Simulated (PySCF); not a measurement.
Peak assignment

Bonds (- single, = double, # triple, : aromatic): C1-C2, C2-C3, C3=C4, C4-C5, C5-C6, C6-B7, B7-O8, B7-O9, C6=C10, C10-C2. C1 carries H11, H12, H13; C2 carries H14; C3 carries H15; C4 carries H16; C5 carries H17, H18; O8 carries H19; O9 carries H20; C10 carries H21. Stereochemistry as in C[C@H]1C=CCC(B(O)O)=C1. H18 is cis to C1 on the ring; H17 is trans to C1 on the ring.

[PySCF: σ from GIAO-B3LYP/pcSseg-1; PBE0-D3(BJ)/def2-SVP geometry; fast rotation and ring inversion assumed for equivalent nuclei; non-relativistic Hamiltonian; no solvent model; a single conformation]

Referencing at the same level of theory: TMS for ¹³C (179.24 ppm), ¹H (31.38 ppm).

Question: Assign these signals to the numbered atoms. ¹³C{¹H} NMR (computed): δ 156.2 (CH), 139.5 (CH), 131.3 (CH), 130.9 (C), 36.1 (CH), 30.5 (CH2), 24.5 (CH3).

Answer: 
156.2 → C10, alkene CH: as expected for a trigonal carbon in a double bond
139.5 → C3, alkene CH
131.3 → C4, alkene CH
130.9 → C6, fully substituted alkene carbon: the olefinic region
36.1 → C2, allylic sp3 CH: aliphatic region, no heteroatom directly attached
30.5 → C5, allylic sp3 CH2: a saturated carbon with 2 carbon neighbours and no heteroatom attached
24.5 → C1, methyl carbon: saturated and bonded to C and H only

C4 and C6 lie closer than the usual error of such a calculation, so a measured spectrum could show them in the other order.

Question: Assign these signals to the numbered atoms. ¹H NMR (600 MHz, computed): δ 6.88 (d, 1H), 5.73 (m, 1H), 5.72 (m, 1H), 3.61 (br s, 2H), 2.84 (m, 1H), 2.61 (m, 1H), 2.56 (m, 1H), 1.08 (d, 3H).

Answer: 
6.88 → H21, hydrogen on an alkene CH: olefinic region
5.73 → H16, hydrogen on an alkene CH
5.72 → H15, hydrogen on an alkene CH
3.61 → H19/H20, hydrogen on an oxygen bonded to B: exchangeable, gas-phase position
2.84 → H14, hydrogen on an allylic sp3 CH: allylic position
2.61 → H17, hydrogen on an allylic sp3 CH2: allylic position
2.56 → H18, hydrogen on an allylic sp3 CH2
1.08 → H11/H12/H13, hydrogen on a methyl carbon

H16 and H15; H17 and H18 lie closer than the usual error of such a calculation, so a measured spectrum could show them in the other order.

Exchangeable OH/NH protons stand at their gas-phase positions; hydrogen bonding in a real sample shifts them, mostly to higher δ. A carbon bonded to boron is broadened by the quadrupolar boron nucleus and is often missing from a measured spectrum. Shifts are as computed. Against solution values, carbons near 30 ppm lie about +2 ppm off and those near 130 ppm about +6 ppm. Of 1309 compounds with measured shifts, 239 miss one by over three times the rms of a fit or turn the order of signals round; such compounds aren't used in these exercises. Multiplicities follow the n + 1 count of equivalent neighbours, as no J values were calculated; m marks all less simple cases, F and P coupling included.
